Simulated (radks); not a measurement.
Problem. The magnesium ion Mg2+ is in [Ne]. All-electron calculation, non-relativistic Kohn-Sham, PBE, spin-polarised, spherical densities, point nucleus. Program: a radial shooting solver on a logarithmic mesh with Libxc functionals. Open shells are filled with parallel spins first. One electron is removed from 1s, 2p, 2s in turn, with full relaxation. Which removal costs least, and what does each cost?

Solution. 2p 80.495 eV; 2s 113.02 eV; 1s 1330.3 eV. The 2p electron leaves first.
